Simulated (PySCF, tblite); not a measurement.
Isomers of C4H9FO2Si2, one GFN2-xTB conformer each. Single-point energies are computed at PBE0/pcSseg-1 (PySCF, gas phase, no added dispersion term), electronic only.

```
                       SMILES  GFN2-xTB relative energy (kJ/mol)
O[SiH2]OC1=C(C[SiH3])[C@@H]1F                              136.1
   COC1=C(C)O[Si@H](F)[SiH2]1                                0.0
  O=C(O)[SiH2]C/C([SiH3])=C\F                              313.2
```

Conformers: `[OH:1][SiH2:2][O:3][C:4]1=[C:5]([CH2:6][SiH3:7])[C@@H:8]1[F:9]` with H–O1–Si2–O3 33°, O1–Si2–O3–C4 176°, Si2–O3–C4–C5 166°, C4–C5–C6–Si7 -94°; `[CH3:1][O:2][C:3]1=[C:4]([CH3:5])[O:6][Si@H:7]([F:8])[SiH2:9]1` with C1–O2–C3–C4 -165°; `[O:1]=[C:2]([OH:3])[SiH2:4][CH2:5]/[C:6]([SiH3:7])=[CH:8]\[F:9]` with O1–C2–O3–H 0°, O1–C2–Si4–C5 22°, C2–Si4–C5–C6 -164°, Si4–C5–C6–Si7 100°.

**Question.** What does PBE0/pcSseg-1 give for the same structures?

**Answer.** 
```csv
SMILES,PBE0/pcSseg-1 E (Eh),PBE0/pcSseg-1 (kJ/mol),GFN2-xTB (kJ/mol),point group
COC1=C(C)O[Si@H](F)[SiH2]1,-986.42511,0.0,0.0,C1
O=C(O)[SiH2]C/C([SiH3])=C\F,-986.35562,182.4,313.2,C1
O[SiH2]OC1=C(C[SiH3])[C@@H]1F,-986.35117,194.1,136.1,C1
```

Both levels put the same isomer lowest; measured from each level's own lowest isomer, the values differ by up to 130.8 kJ/mol (O=C(O)[SiH2]C/C([SiH3])=C\F: 313.2 against 182.4). As drawn, the lowest has an Si–F bond and an Si–Si bond, which the highest lacks; the highest has a three-membered ring and an O–H bond, which the lowest lacks.

**Question.** Which frontier levels, dipoles and rotational constants go with these structures?

**Answer.** 
```tsv
SMILES	HOMO (eV, PBE0/pcSseg-1)	LUMO (eV)	dipole (D)	A, B, C (MHz)
COC1=C(C)O[Si@H](F)[SiH2]1	-5.98	-0.74	2.73	1873, 867.6, 632.6
O=C(O)[SiH2]C/C([SiH3])=C\F	-7.34	-0.56	1.10	1748, 553.6, 459.5
O[SiH2]OC1=C(C[SiH3])[C@@H]1F	-7.02	0.45	2.11	2235, 491.3, 449.1
```

**Question.** What happens when harmonic zero-point energies from GFN2-xTB frequencies are added?

**Answer.** 
| SMILES | ZPE (kJ/mol) | electronic (kJ/mol) | with ZPE (kJ/mol) |
| --- | --- | --- | --- |
| COC1=C(C)O[Si@H](F)[SiH2]1 | 320.7 | 0.0 | 0.0 |
| O=C(O)[SiH2]C/C([SiH3])=C\F | 299.8 | 182.4 | 161.5 |
| O[SiH2]OC1=C(C[SiH3])[C@@H]1F | 300.2 | 194.1 | 173.7 |

The zero-point energies span 20.9 kJ/mol. The order is unchanged.
